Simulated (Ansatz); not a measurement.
Basis sets compared for [AuCl2]- (AuCl2⁻). Charge -1, multiplicity 1. Geometry B3LYP-D4/def2-TZVPD. Ansatz on 4 threads of Arm Neoverse V2 on a shared host; times are rough, and most runs start from earlier orbitals.

Cartesian coordinates in Å:
```
Au 0.000 0.000 0.000
Cl 2.244 0.511 -0.294
Cl -2.244 -0.511 0.294
```

In the def2 sets Au takes a core potential; there is no spin–orbit coupling.

```json
{"level": "PBE-D4/def2-SVPD", "functions": "89", "energy (Eh)": "-1055.7183", "HOMO (eV)": "-1.44", "LUMO (eV)": "2.64", "wall time": "0.6 s"}
{"level": "PBE0-D4/def2-SVPD", "functions": "89", "energy (Eh)": "-1055.7463", "HOMO (eV)": "-2.79", "LUMO (eV)": "3.49", "wall time": "0.9 s"}
```

Problem. Estimate the rows for PBE-D4/def2-TZVPD, PBE0-D4/def2-TZVPD (with forces).

Solution. 
| level | functions | energy (Eh) | HOMO (eV) | LUMO (eV) | wall time |
| --- | --- | --- | --- | --- | --- |
| PBE-D4/def2-TZVPD | 135 | -1056.0329 | -1.39 | 2.66 | 0.95 s |
| PBE0-D4/def2-TZVPD (with forces) | 135 | -1056.0574 | -2.73 | 3.42 | 1.7 s |
